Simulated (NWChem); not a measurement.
# Correlation energy of O2Si (-1)

```
Si
O 1 1.5920
O 1 1.5920 2 136.24
```
Charge -1, spin multiplicity 2.

All runs are NWChem calculations. Structure: optimised with UPBE/def2-SVP, a minimum by its harmonic frequencies.

Basis set: aug-cc-pVDZ. Each correlation energy counts from its own Hartree-Fock reference.

The correlated methods keep 7 core orbitals frozen. This spin state was chosen for the runs; another may lie lower. The structure started from a generated list of species. The unpaired electrons of the parent sit in orbitals of symmetry a1 (C2v labels of the run); other states weren't searched. The anion's geometry comes from a basis without diffuse functions. The stability of the SCF solutions was not checked. Open-shell Hartree-Fock references start from PBE0 orbitals. Coupled-cluster values serve here as a point of comparison, not as the truth.

Question: For the correlation energy, UMP2 gives -510.1 mHa and SCS-UMP2 gives -487.7 mHa. What do CCSD on UHF, CCSD[T] on UHF, CCSD(T) on UHF give?

Answer: CCSD on UHF: -504.8 mHa; CCSD[T] on UHF: -531.4 mHa; CCSD(T) on UHF: -527.5 mHa.
